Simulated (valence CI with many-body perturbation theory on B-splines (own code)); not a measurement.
## Missing levels of W³⁵⁺

Method: relativistic CI+MBPT: three valence electrons over a frozen Dirac-Fock core [Kr], a basis of 7 s, 7 p, 8 d, 6 f, 4 g, 1 h functions for each j, with the one-electron correlation potential Σ1, the two-electron term Σ2, the three-electron term Σ3, Breit, model QED; selected CI, second order for the rest, scaled by the run's own slope (own B-spline code, finite nucleus).

The last digits are not significant, and no measured levels were compared; by estimate large intervals hold to a few tenths of a per cent, small ones and those within an open d or f shell to about a per cent. The list stops below the first excitations out of the core.

```
                    Level  E (eV)
          (4d3/2^3) J=3/2   0.000
(4d3/2^2 4d5/2) J=5/2 [a]  15.050
    (4d3/2^2 4d5/2) J=3/2  17.469
    (4d3/2^2 4d5/2) J=7/2       ?
    (4d3/2^2 4d5/2) J=9/2       ?
    (4d3/2^2 4d5/2) J=1/2  19.433
(4d3/2^2 4d5/2) J=5/2 [b]  27.364
(4d3/2 4d5/2^2) J=7/2 [a]  33.741
    (4d3/2 4d5/2^2) J=9/2  35.425
(4d3/2 4d5/2^2) J=3/2 [a]  37.132
    (4d3/2 4d5/2^2) J=1/2  38.233
(4d3/2 4d5/2^2) J=5/2 [a]       ?
   (4d3/2 4d5/2^2) J=11/2       ?
(4d3/2 4d5/2^2) J=5/2 [b]  41.820
(4d3/2 4d5/2^2) J=7/2 [b]  42.470
(4d3/2 4d5/2^2) J=3/2 [b]       ?
          (4d5/2^3) J=9/2       ?
          (4d5/2^3) J=3/2  59.182
          (4d5/2^3) J=5/2  63.077
```

Levels are named by their leading jj configuration (3d3/2^4 stands for four electrons in 3d with j = 3/2), which in mixed levels can hold well under half, so a name can repeat and another be missing. Letters in brackets count levels of one name in rising energy.

(1) The levels stand in rising order. What does the calculation give for the missing energies?

Results:

(1) (4d3/2^2 4d5/2) J=7/2 18.869; (4d3/2^2 4d5/2) J=9/2 19.239; (4d3/2 4d5/2^2) J=5/2 [a] 39.084; (4d3/2 4d5/2^2) J=11/2 39.198; (4d3/2 4d5/2^2) J=3/2 [b] 49.235; (4d5/2^3) J=9/2 53.886.
